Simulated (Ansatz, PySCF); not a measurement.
IrO₂, SMILES [O]=[Ir]=[O] (connectivity only; charge and spin as stated), neutral, multiplicity 4. Atoms are numbered in the order given.

```xyz
3

Ir     0.0000     0.0000     0.0769
O      0.0000     1.4836    -0.8140
O      0.0000    -1.4836    -0.8140
```
Charge 0, spin multiplicity 4.

Geometry: B3LYP-D3(BJ)/def2-TZVP. The spin state was assumed, not searched. The def2 effective core potentials stand for the cores of Ir; spin–orbit coupling is left out.

Two levels are set side by side: PBE-D3(BJ)/def2-TZVP (Ansatz, an electronic-structure program) and B3LYP-D3(BJ)/def2-TZVP (Ansatz). Each level has its own optimised geometry; the coordinates shown are those of the second. Frequencies come from the Hessian of PySCF at each geometry. Differences are taken from unrounded values.

| quantity | B3LYP-D3(BJ) |
|---|---|
| mean bond length (Å) | 1.731 |
| bond Ir1–O2 (Å) | 1.731 |
| bond Ir1–O3 (Å) | 1.731 |
| highest harmonic wavenumber (cm⁻¹) | 939 |
| mean harmonic wavenumber (cm⁻¹) | 686 |
| zero-point energy (kcal/mol) | 2.94 |

**Question.** What does PBE-D3(BJ) give, and how far is it from B3LYP-D3(BJ)? (Estimate from the structure and the level; the computed values follow.)

**Answer.** 
```tsv
quantity	PBE-D3(BJ)	PBE-D3(BJ) minus B3LYP-D3(BJ)
mean bond length (Å)	1.737	0.007
bond Ir1–O2 (Å)	1.737	0.007
bond Ir1–O3 (Å)	1.737	0.007
highest harmonic wavenumber (cm⁻¹)	917	-21
mean harmonic wavenumber (cm⁻¹)	678	-8
zero-point energy (kcal/mol)	2.91	-0.03
```

Exact exchange shortens and stiffens bonds; PBE has none. Differences between two approximate levels are no errors against the true value.
